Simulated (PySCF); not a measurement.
A side-by-side comparison of computed properties.

First species: C9H14O.
SMILES: `C=C1C[C@@H](C)[C@@H](C(C)=O)C1`

Second species: C₉H₁₄O.
InChI=1S/C9H14O/c1-8-2-4-9(6-8,7-10)5-3-8/h2,4,10H,3,5-7H2,1H3/t8-,9-/m1/s1

Levels: CAM-B3LYP/def2-SVPD for HOMO energy, LUMO energy, HOMO–LUMO gap and static isotropic polarisability; TDDFT CAM-B3LYP/def2-SVPD for lowest singlet excitation; TDA CAM-B3LYP/def2-SVPD for lowest triplet excitation (Tamm–Dancoff); ΔSCF CAM-B3LYP/def2-SVPD for vertical ionisation energy. Geometries: PBE0-D3(BJ)/def2-SVP. Each structure is a single optimised conformer of the isolated species, non-relativistic unless stated. Electronic properties by PySCF.

Values for the first species:

* HOMO energy: -8.28 eV
* LUMO energy: 0.67 eV
* HOMO–LUMO gap: 8.95 eV
* Lowest singlet excitation: 4.46 eV
* Lowest triplet excitation (Tamm–Dancoff): 3.91 eV
* Static isotropic polarisability: 106.5 au
* Vertical ionisation energy: 8.99 eV

(1) Estimate the same properties for the second species, and the change in each.

Results:

(1) 
```json
{"property": "HOMO energy", "first": "-8.28 eV", "second": "-8.34 eV", "second less first": "-0.06 eV"}
{"property": "LUMO energy", "first": "0.67 eV", "second": "1.19 eV", "second less first": "+0.52 eV"}
{"property": "HOMO–LUMO gap", "first": "8.95 eV", "second": "9.53 eV", "second less first": "+0.58 eV"}
{"property": "lowest singlet excitation", "first": "4.46 eV", "second": "6.58 eV", "second less first": "+2.12 eV"}
{"property": "lowest triplet excitation (Tamm–Dancoff)", "first": "3.91 eV", "second": "4.05 eV", "second less first": "+0.14 eV"}
{"property": "static isotropic polarisability", "first": "106.5 au", "second": "103.1 au", "second less first": "-3.4 au"}
{"property": "vertical ionisation energy", "first": "8.99 eV", "second": "8.97 eV", "second less first": "-0.02 eV"}
```

On the first: The ΔSCF ionisation energy exceeds −ε(HOMO) by 0.71 eV with CAM-B3LYP. S1 lies 4.49 eV below the HOMO–LUMO gap; its leading configuration is HOMO−1→LUMO, weight 0.84.

On the second: No computed singlet falls in the visible range (750 to 380 nm, 1.65 to 3.26 eV); S1 lies 3.32 eV above its blue end. The vertical singlet–triplet gap S1 − T1 is 2.53 eV (TDDFT singlet less Tamm–Dancoff triplet; S1: HOMO→LUMO, weight 0.63, beside HOMO→LUMO+1, weight 0.32; T1: HOMO→LUMO, weight 0.46, beside HOMO→LUMO+1, weight 0.43).
